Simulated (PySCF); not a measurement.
Input of a run (PBE0-D3(BJ)/def2-SVP geometry optimisation, gas phase, def2 core potentials past Kr (PySCF 2.14.0)), started from GFN2-xTB:
```
{"job": {"xc": "PBE0", "basis": "def2-SVP", "d3": "d3bj", "grid": 1, "maxiter": 40, "shake": 0.03, "kind": "geom"}, "charge": 0, "multiplicity": 1}
Sn     0.061560    -0.076270     0.011510
Sn     1.496750     1.230210    -1.934760
Sn     1.506470    -1.784260     1.364200
Sn    -1.976010    -1.342240    -1.204410
Sn    -1.013180     1.863350     1.699810
H      2.988650     0.536750    -2.145630
H      0.807290     1.231200    -3.422350
H      1.865120     2.858380    -1.585820
H      3.102840    -1.879680     0.827180
H      1.734900    -1.365150     3.022720
H      0.917870    -3.331210     1.406180
H     -1.990090    -2.988860    -0.904840
H     -2.188780    -1.118030    -2.876030
H     -3.616080    -0.842800    -0.619230
H     -2.674570     1.761930     1.883130
H     -0.667770     3.484090     1.272960
H     -0.383530     1.762000     3.265640
```

Output (energies in Eh, forces in Eh/bohr):
```
step   0  E = -1078.68251624  max force = 0.039782
step   1  E = -1078.69893348  max force = 0.008225
step   2  E = -1078.70170417  max force = 0.004343
step   3  E = -1078.70221856  max force = 0.002306
step   4  E = -1078.70228697  max force = 0.000770
step   5  E = -1078.70230170  max force = 0.000527
step   6  E = -1078.70232618  max force = 0.000327
step   7  E = -1078.70233923  max force = 0.000359
optimisation converged
```

Task: Summarise the run.

Result: The energy falls by 0.539 eV over 8 energy and gradient evaluations, the largest force component goes from 0.0398 to 3.6e-04 Eh/bohr, and the atoms move by 0.093 Å rms after alignment. The bond that changes most is Sn1–Sn3 (ends: tin bonded to 4 Sn; tin bonded to Sn and 3 H), which lengthens by 0.177 Å. Bonds longer at the end by more than 0.005 Å: 12 of 16; shorter: 2. Among the angles that change most is H13–Sn4–H14, from 99.7° to 108.6°. The energy never rose by more than 1e-6 Eh on the way. The first step brought 83 % of the lowering.

Task: What are the final bond lengths?

Result: Sn1–Sn2 2.789 Å, Sn1–Sn3 2.791 Å, Sn1–Sn4 2.791 Å, Sn1–Sn5 2.791 Å, Sn2–H6 1.716 Å, Sn2–H7 1.717 Å, Sn2–H8 1.716 Å, Sn3–H9 1.716 Å, Sn3–H10 1.716 Å, Sn3–H11 1.716 Å, Sn4–H12 1.716 Å, Sn4–H13 1.716 Å, Sn4–H14 1.715 Å, Sn5–H15 1.716 Å, Sn5–H16 1.716 Å, Sn5–H17 1.716 Å. Numbering counts from 1 in the input's order; the species is Sn(SnH3)4 (Sn5H12).

The run used 190 basis functions and 52 SCF cycles in all. Hardware: an AMD EPYC with one thread, no GPU, shared host with 64 logical CPUs at a one-minute load of 60. Cost: 10 min wall, 1.2 GiB resident at most.

PBE0-D3(BJ)/def2-SVP frequencies: not computed here.
